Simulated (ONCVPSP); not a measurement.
P (Z = 15): excitation energies, all-electron against ONCV

| Item | Value |
| --- | --- |
| Element | P |
| Generator | ONCVPSP 4.0.1 |
| Type | optimised norm-conserving Vanderbilt (ONCV) |
| Functional | LDA (Perdew-Wang 92) |
| Relativity | scalar-relativistic |
| Frozen core | [He] |
| Valence charge | 13 |
| Reference configuration | 2s2 2p6 3s2 3p2.5 (charge +0.5) |
| Partial waves | 2s+3s: rc 0.95 bohr, ncon 3, nbas 6, qcut 10.3 1/bohr, 2 projectors; 2p+3p: rc 1.00 bohr, ncon 4, nbas 7, qcut 14 1/bohr, 2 projectors; d scattering state at 0.15 Ha: rc 0.95 bohr, ncon 4, nbas 9, qcut 11.5 1/bohr, 2 projectors, debl 1.1 Ha |
| Local potential | polynomial inside 0.60 bohr (lpopt 5, dvloc0 0 Ha) |
| Core correction | none |

Energies are relative to the spin-unpolarised reference configuration 2s2 2p6 3s2 3p2.5; without spin polarisation the order of configurations can differ from experiment.

(1) Give the all-electron excitation energy and the error of the potential for: 2s2 2p6 3s2 3p3; 2s2 2p6 3s2 3p2; 2s2 2p6 3s2 3p1; 2s2 2p6 3s1 3p4.

Levels in the configuration 2s2 2p6 3s2 3p1:

```tsv
level	all-electron (eV)	pseudo (eV)
2s	-196.673	-196.659
2p	-148.112	-148.020
3s	-34.012	-34.011
3p	-24.391	-24.385
```

Results:

(1)

```
valence configuration  charge  ΔE all-electron (eV)  error AE − PS (meV)
      2s2 2p6 3s2 3p3       0                -3.818                 +0.1
      2s2 2p6 3s2 3p2      +1                 5.997                 +0.1
      2s2 2p6 3s2 3p1      +2                25.241                 +2.0
      2s2 2p6 3s1 3p4       0                 4.679                 +0.3
```
